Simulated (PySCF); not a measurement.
o-anisidine, C7H9NO.
SMILES: `c1cccc(c1N)OC`

Computed with PySCF at CAM-B3LYP/def2-SVPD, non-relativistic, on one gas-phase PBE0-D3(BJ)/def2-SVP geometry that isn't relaxed in the solvent. The solvent is an IEF-PCM continuum (van der Waals radii × 1.2), and excitations are vertical TDDFT with non-equilibrium linear response and a frozen core. Only the electrostatic response of the medium enters.

Gas-phase singlets (H = HOMO, L = LUMO):

```json
{"state": "S1", "E (eV)": "4.861", "λ (nm)": "255", "f": "0.068", "leading configuration": "H→L 79%"}
{"state": "S2", "E (eV)": "5.467", "λ (nm)": "227", "f": "0.029", "leading configuration": "H→L+1 31%"}
{"state": "S3", "E (eV)": "5.554", "λ (nm)": "223", "f": "0.097", "leading configuration": "H→L+2 52%"}
{"state": "S4", "E (eV)": "5.990", "λ (nm)": "207", "f": "0.002", "leading configuration": "H→L+3 42%"}
{"state": "S5", "E (eV)": "6.104", "λ (nm)": "203", "f": "0.004", "leading configuration": "H→L+4 79%"}
```

Task: What are the lowest 5 singlets in chloroform (ε = 4.711)?

Result: 
```
state  E (eV)  λ (nm)      f  leading configuration  change by rank (eV)
   S1   4.832     257  0.105                H→L 84%               -0.029
   S2   5.449     228  0.190              H→L+1 81%               -0.018
   S3   5.581     222  0.001              H→L+2 63%               +0.027
   S4   6.147     202  0.000              H→L+3 65%               +0.157
   S5   6.290     197  0.031              H→L+4 52%               +0.186
```

Task: How do the frontier levels move from gas to chloroform?

Result: 
| orbital | gas (eV) | solvent (eV) | change (eV) |
| --- | --- | --- | --- |
| LUMO+2 | 1.54 | 1.50 | -0.04 |
| LUMO+1 | 1.35 | 1.45 | +0.10 |
| LUMO | 1.17 | 1.12 | -0.05 |
| HOMO | -6.79 | -6.86 | -0.07 |
| HOMO-1 | -7.93 | -8.01 | -0.08 |
| HOMO-2 | -10.31 | -10.40 | -0.09 |
| HOMO-3 | -10.67 | -10.63 | +0.04 |

The HOMO–LUMO gap goes from 7.96 to 7.98 eV. Rows go by rank; for LUMO, LUMO+1 and LUMO+2 the atom shares or the degeneracy differ between the runs, so the row needn't follow one orbital.

Rough CPU time on one thread of a shared machine: about 1.7 min. This is the whole response run at CAM-B3LYP/def2-SVPD in chloroform, SCF included.

Shape of the structure used: `[CH3:1][O:2][c:3]1[cH:4][cH:5][cH:6][cH:7][c:8]1[NH2:9]`: C1–O2–C3–C4 0°, H–N9–C8–C7 163°, H–N9–C8–C7 25°.
